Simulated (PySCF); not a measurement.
An excited-state job on `C/N=C\C1C[AsH]C1`.

Method: TDDFT wB97X-D/def2-SVPD, vertical, gas phase, core orbitals frozen in the response (PySCF 2.14.0, density-fitted response routines). Geometry: GFN2-xTB. The input is one job of a driver script: a line of settings, then coordinates in Å.

Command:
```bash
OMP_NUM_THREADS=1 python probes_run.py task.json out
```

Input:
```
{"job": {"kind": "uv", "xc": "wB97X-D", "basis": "def2-SVPD", "nstates": 8, "ntriplets": 3}, "charge": 0, "multiplicity": 1}
C      2.543812    -0.051373    -0.254454
N      1.674923     0.666130    -1.144478
C      0.437365     0.762961    -0.950135
C     -0.401109     0.184543     0.149978
C     -1.716364     0.914887     0.444167
As    -2.649665    -0.797171     0.861350
C     -0.998711    -1.196976    -0.183456
H      3.439082    -0.315822    -0.816894
H      2.102797    -0.959446     0.167702
H      2.842738     0.604456     0.566990
H     -0.108326     1.327194    -1.704028
H      0.190997     0.111905     1.068375
H     -1.662222     1.688058     1.210547
H     -2.134905     1.349997    -0.466645
H     -1.941346    -0.953964     2.192493
H     -1.238498    -1.267918    -1.247118
H     -0.387566    -2.055432     0.095697
```

Output:
```
coarse grid: 63072 points
cycle   1  E = -2486.6205867118  dE =  2.320e-01  |g| = 3.803e-01  |ddm| = 6.529e+00
cycle   2  E = -2486.6252545971  dE = -4.668e-03  |g| = 4.058e-01  |ddm| = 1.791e+00
cycle   3  E = -2486.6565595930  dE = -3.130e-02  |g| = 6.144e-02  |ddm| = 1.102e+00
cycle   4  E = -2486.6574020529  dE = -8.425e-04  |g| = 2.990e-02  |ddm| = 1.686e-01
cycle   5  E = -2486.6575836524  dE = -1.816e-04  |g| = 6.135e-03  |ddm| = 7.628e-02
cycle   6  E = -2486.6575966026  dE = -1.295e-05  |g| = 1.694e-03  |ddm| = 2.509e-02
cycle   7  E = -2486.6575977764  dE = -1.174e-06  |g| = 6.292e-04  |ddm| = 9.375e-03
final grid: 133832 points
cycle   8  E = -2486.6574063728  dE = -2.593e-06  |g| = 6.313e-04  |ddm| = 2.045e-02
cycle   9  E = -2486.6574064548  dE = -8.203e-08  |g| = 4.737e-04  |ddm| = 3.250e-03
cycle  10  E = -2486.6574065057  dE = -5.085e-08  |g| = 1.116e-04  |ddm| = 1.055e-03
cycle  11  E = -2486.6574065095  dE = -3.864e-09  |g| = 5.318e-05  |ddm| = 4.981e-04
cycle  12  E = -2486.6574065102  dE = -6.721e-10  |g| = 1.670e-05  |ddm| = 1.837e-04
converged SCF energy = -2486.6574065102

Static polarisability (au): isotropic 97.100, principal 79.511 87.718 124.070

Singlet excitations
state   eV       nm        f      main configurations
  1   4.5497    272.5   0.00760   H->L 0.67, H->L+2 0.12
  2   5.6158    220.8   0.04534   H-1->L 0.50, H->L 0.20, H->L+2 0.18
  3   6.2457    198.5   0.04902   H->L+1 0.71, H-1->L+1 0.14
  4   6.7198    184.5   0.04726   H->L+3 0.42, H->L+2 0.32
  5   6.9443    178.5   0.11248   H->L+4 0.33, H-1->L+3 0.11, H->L+2 0.11
  6   7.1625    173.1   0.07551   H->L+3 0.20, H-1->L 0.18, H-2->L 0.14
  7   7.2226    171.7   0.08223   H-2->L 0.36, H-4->L 0.17
  8   7.3707    168.2   0.30299   H->L+5 0.45, H-3->L 0.29

Triplet excitations (Tamm-Dancoff, eV): 3.8960 4.7111 4.8962
```

The SCF starts on a coarse grid where the log names one; the energy can jump when the final grid takes over, and dE then counts from the start density on the new grid. H and L stand for HOMO and LUMO; the number after each pair is its weight.

**Question.** Give S1 in cm⁻¹ and kJ/mol.

**Answer.** 4.5497 eV × 8065.54 = 36696 cm⁻¹; × 96.485 = 439.0 kJ/mol.

**Question.** How does the lowest singlet excitation compare with the HOMO–LUMO gap?

**Answer.** HOMO -8.35 eV and LUMO 1.04 eV give a gap of 9.39 eV; S1 at 4.55 eV lies 4.84 eV below it.

In short: HOMO -8.35 eV, LUMO 1.04 eV; lowest singlet 4.55 eV; lowest triplet 3.90 eV (Tamm–Dancoff); mean polarisability 97.1 au.

 GFN2-xTB frequencies show an imaginary mode (63i cm⁻¹), so this geometry is no minimum at that level. Relativistic effects, spin–orbit coupling among them, are left out although an element past zinc is present.

Hardware: an Arm Neoverse N1 with one thread, shared host with 64 logical CPUs at a one-minute load of 61. Cost: 2.1 min, 1.0 GiB resident at most.

One conformer stands for the species.
Labels such as C1 count atoms from 1, the log's own numbers from 0.

The pairwise dispersion term of wB97X-D wasn't added to the energies; at a given geometry it leaves orbitals and properties as they are.
